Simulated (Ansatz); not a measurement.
Job for Ansatz (a quantum-chemistry and plane-wave program): R-PBE0/def2-TZVPP on As2BH5 (SMILES [AsH2]B[AsH2]), a point of a torsion scan.

Ansatz 0.2 input:
```yaml
crystal:
  periodic: [false, false, false]
  atoms:
    - {symbol: As, position_ang: [1.78834003, 0.04348271, -0.25457578]}
    - {symbol: B, position_ang: [-0.04194038, -0.79890965, -0.03152228]}
    - {symbol: As, position_ang: [-1.67650379, 0.03492539, 0.77671933]}
    - {symbol: H, position_ang: [1.27440628, 1.46245764, -0.38449285]}
    - {symbol: H, position_ang: [1.84215329, 0.21515310, 1.24340337]}
    - {symbol: H, position_ang: [-0.11195477, -1.96179791, -0.22144117]}
    - {symbol: H, position_ang: [-1.03266936, 1.35314636, 1.14191436]}
    - {symbol: H, position_ang: [-1.24523893, -0.55215482, 2.09520339]}
basis:
  gaussian:
    orbitals: def2-TZVPP
hamiltonian:
  xc: {name: PBE0}
scf: {lower_state_search: off}
```

The head of its log:

```
WARN ansatz: RAYON_NUM_THREADS=1 ignored (pool sized by the plan → 1); use --threads N
Functional definition: PBE0
these checks for a lower state are left out or cut short: stability, starts, cluster_reference, orbital_swaps, neighbouring_geometries, increment
integrals: 0.13 GiB planned
1310 factors; their error is unknown
mean field: 1.15 GiB planned
mean field evaluation 1: about -122422.0078 eV, gradient 2.2e1 eV
mean field evaluation 2: about -122421.7530 eV, gradient 2.3e1 eV
```

Give the final energy of this run.

-4498.9909 hartree.
